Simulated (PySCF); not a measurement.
# Ionisation energy of Be⁺ by level of theory

Be⁺ [He] 2s1 (2S) → Be²⁺ 1s2 (1S), as a difference of total energies. Computed with PySCF 2.14 in 6-31G* (3s2p1d, 14 functions), with the non-relativistic Hamiltonian (point nucleus). The calculations carry no spin-orbit coupling.

```json
{"method": "UHF", "ionisation energy (eV)": "18.114", "error (eV)": "-0.097"}
{"method": "BP86", "ionisation energy (eV)": "18.368", "error (eV)": "+0.157"}
{"method": "LDA", "ionisation energy (eV)": "18.216", "error (eV)": "+0.005"}
```

Reference: 18.211 eV (measured; NIST Atomic Spectra Database, ionization energies).
